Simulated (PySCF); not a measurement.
Work out the structure from these simulated measurements.

Formula: C5H6O4.

| Item | Value |
| --- | --- |
| UV, strongest line | among the 6 lowest singlet transitions: S5 at 6.30 eV (197 nm, f = 0.184) [TDDFT PBE0/def2-SVPD] |
| 1H NMR | chemical shifts (computed TMS as zero) by class: 7.07 (1 H), 7.05 (1 H), 6.36 (1 H), 3.98 (3 H) ppm [GIAO PBE0/pcSseg-1] |
| 13C NMR | chemical shifts (computed TMS as zero) by class: 172.5 (1 C), 170.1 (1 C), 148.2 (1 C), 142.4 (1 C), 54.0 (1 C) ppm [GIAO PBE0/pcSseg-1] |
| Rotational structure | rotational constants A, B, C: 2.684, 1.289, 0.954 GHz [GFN2-xTB] |
| Polarisability | 74.3 au [PBE0/def2-SVPD] |
| Triplet | lowest triplet excitation (Tamm–Dancoff): 3.56 eV [TDA PBE0/def2-SVPD] |
| UV, first state | lowest singlet excitation: 4.52 eV (274 nm, f = 0.006) [TDDFT PBE0/def2-SVPD] |
| Dipole | 1.63 D [PBE0/def2-SVPD] |

The electronic properties come from PySCF, for the isolated species, density fitting. Levels stand in brackets. Geometry: GFN2-xTB, one conformer, isolated molecule. Each NMR value is the plain mean over a class of atoms that symmetry, rotation or inversion makes alike.

Problem. What is the compound? Reason from the data.

Solution. Numbering: `[CH2:1]=[C:2]([C:3](=[O:4])[OH:5])[C:6](=[O:7])[O:8][CH3:9]`. Its formula, C5H6O4, gives 3 degrees of unsaturation: 0 rings and 3 π bonds in the structure found. 5 carbons fall into 5 classes; from least to most shielded: ester carbonyl carbon [C6] (172.5 ppm), carboxylic acid carbon [C3] (170.1 ppm), terminal =CH2 carbon [C1] (148.2 ppm), fully substituted alkene carbon [C2] (142.4 ppm), methoxy carbon [C9] (54.0 ppm). Hydrogen classes from least to most shielded: 1 H on a terminal =CH2 carbon, C1 (7.07 ppm), 1 H on a terminal =CH2 carbon, C1 (7.05 ppm), 1 H on an acid hydroxyl oxygen, O5 (6.36 ppm), 3 H on a methoxy carbon, C9 (3.98 ppm). S1 is mainly HOMO→LUMO (weight 0.88); the largest Löwdin shares of the orbital it empties are 0.32 on the ester carbonyl oxygen, 0.30 on the acid carbonyl oxygen, 0.12 on the fully substituted alkene carbon and 0.07 on the terminal =CH2 carbon, of the orbital it fills 0.33 on the terminal =CH2 carbon, 0.20 on the fully substituted alkene carbon, 0.09 on the carboxylic acid carbon and 0.07 on the ester carbonyl carbon. The optimised geometry has point group C1 and is an asymmetric top. Structure: `C=C(C(=O)O)C(=O)OC`. Computed isomers that give other values at the same levels: `C[C@@H]1COC(=O)C(=O)O1` (13C chemical shifts (computed TMS as zero) by class: 158.7 (1 C), 158.2 (1 C), 75.7 (1 C), 73.8 (1 C), 18.1 (1 C) ppm); `O=CO[C@H]1OCCC1=O` (13C chemical shifts (computed TMS as zero) by class: 213.9 (1 C), 163.5 (1 C), 91.7 (1 C), 68.9 (1 C), 37.5 (1 C) ppm); `O=CO[C@@H]1OC[C@@H]1C=O` (13C chemical shifts (computed TMS as zero) by class: 200.8 (1 C), 164.0 (1 C), 98.0 (1 C), 68.6 (1 C), 53.3 (1 C) ppm). The assignments are read from this structure; whether some other isomer fits the data as well wasn't checked.

The values belong to the conformer `[CH2:1]=[C:2]([C:3](=[O:4])[OH:5])[C:6](=[O:7])[O:8][CH3:9]`: C1–C2–C3–O4 -27°, C1–C2–C6–O7 -29°, C2–C6–O8–C9 -179°, H–O5–C3–C2 180°.
